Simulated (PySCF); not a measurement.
Si(F)2(Cl)(Et) (C₂H₅ClF₂Si), SMILES CC[Si](F)(F)Cl. Coordinates come from a r2SCAN-D4/def2-SVP optimisation. The values are those of a single conformer.

Computed equilibrium geometry at r2SCAN-D4/def2-SVP (PySCF confirms it by a frequency run) as a Z-matrix (one conformer of several):
```
C
H 1 1.1047
H 1 1.1056 2 105.90
C 1 1.5330 2 111.09 3 -120.67
H 4 1.1006 1 111.17 2 58.51
H 4 1.1012 5 107.72 1 122.09
H 4 1.1013 5 107.69 6 115.76
Si 1 1.8434 2 107.76 3 114.26
F 8 1.6108 1 111.43 2 -57.64
F 8 1.6122 9 106.60 1 121.02
Cl 8 2.0486 9 108.01 10 115.21
```
Charge 0, spin multiplicity 1.
